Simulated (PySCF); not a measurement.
CH₅Si, SMILES [CH2][SiH3], multiplicity 2.

The structure is a stationary point at B3LYP-D3(BJ)/def2-TZVP. The isomer is the one that the SMILES or the coordinates give; other isomers of the formula were not compared.

Calculation: TDA-LC-ωPBE/def2-TZVPD run with PySCF.

Vertical excitations. Gas-phase values at a fixed geometry.

**Question.** Give excitation energies, oscillator strengths and character. (The exact figures need the calculation; the answer reports its results.)

**Answer.** 
| state | energy (eV) | λ (nm) | f | main pairs |
|---|---|---|---|---|
| root 1 | 4.95 | 251 | 0.003 | β HOMO−2→LUMO 90 % |
| root 2 | 6.15 | 202 | 0.001 | β HOMO→LUMO 58 %, β HOMO−3→LUMO 37 % |
| root 3 | 6.47 | 192 | 0.015 | α HOMO→LUMO 89 % |
| root 4 | 6.91 | 179 | 0.036 | β HOMO−1→LUMO 85 % |
| root 5 | 7.27 | 171 | 0.000 | α HOMO→LUMO+2 72 %, α HOMO→LUMO+9 11 % |
| root 6 | 7.44 | 167 | 0.004 | β HOMO−3→LUMO 54 %, β HOMO→LUMO 36 % |
| root 7 | 7.69 | 161 | 0.022 | α HOMO→LUMO+1 62 %, α HOMO→LUMO+3 15 % |
| root 8 | 7.79 | 159 | 0.027 | α HOMO→LUMO+3 63 %, α HOMO→LUMO+1 18 % |
| root 9 | 8.09 | 153 | 0.007 | α HOMO→LUMO+4 64 % |
| root 10 | 8.23 | 151 | 0.001 | α HOMO→LUMO+5 75 % |
Unrestricted roots are not spin-pure.
